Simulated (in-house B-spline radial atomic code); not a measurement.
Orbital energies and mean radii along the 8-electron series, configuration [He] 2s2 2p4. The effective charge is n√(-2ε), a non-relativistic measure. Computed with an all-electron radial atomic-structure program (B-spline basis): Dirac-Hartree-Fock, average of the configuration, finite nuclei.

| ion | Z | energy of 2p3/2 (Eh) | mean radius of 2p3/2 (bohr) | energy of 2s1/2 (Eh) | mean radius of 2s1/2 (bohr) | energy of 1s1/2 (Eh) | mean radius of 1s1/2 (bohr) | effective charge of 2p3/2 |
| --- | --- | --- | --- | --- | --- | --- | --- | --- |
| I45+ | 53 | -287.24 | 0.099919 | -307.49 | 0.1129 | -1356.06 | 0.027149 | 47.937 |
| Xe46+ | 54 | -299.49 | 0.097887 | -320.96 | 0.11045 | -1411.86 | 0.026584 | 48.948 |
| Cs47+ | 55 | -311.99 | 0.095933 | -334.77 | 0.10808 | -1468.94 | 0.026038 | 49.959 |
| Ba48+ | 56 | -324.75 | 0.094052 | -348.91 | 0.1058 | -1527.3 | 0.025511 | 50.971 |
| La49+ | 57 | -337.78 | 0.092241 | -363.39 | 0.1036 | -1586.95 | 0.025001 | 51.983 |
| Ce50+ | 58 | -351.06 | 0.090496 | -378.21 | 0.10147 | -1647.92 | 0.024508 | 52.995 |
| Pr51+ | 59 | -364.61 | 0.088813 | -393.39 | 0.099412 | -1710.21 | 0.02403 | 54.008 |
| Nd52+ | 60 | -378.43 | 0.087188 | -408.91 | 0.097421 | -1773.84 | 0.023567 | 55.022 |
| Pm53+ | 61 | -392.5 | 0.085619 | -424.79 | 0.095494 | -1838.82 | 0.023119 | 56.036 |
| Sm54+ | 62 | -406.84 | 0.084103 | -441.04 | 0.093626 | -1905.17 | 0.022684 | 57.05 |
| Eu55+ | 63 | -421.45 | 0.082637 | -457.65 | 0.091816 | -1972.91 | 0.022261 | 58.065 |
| Gd56+ | 64 | -436.32 | 0.081218 | -474.63 | 0.09006 | -2042.05 | 0.021851 | 59.081 |
| Tb57+ | 65 | -451.46 | 0.079845 | -491.99 | 0.088354 | -2112.63 | 0.021452 | 60.097 |

(1) How does the screening of 2p3/2 change?

## Answers

(1) Z less the effective charge goes from 5.06 at Z = 53 to 4.90 at Z = 65.
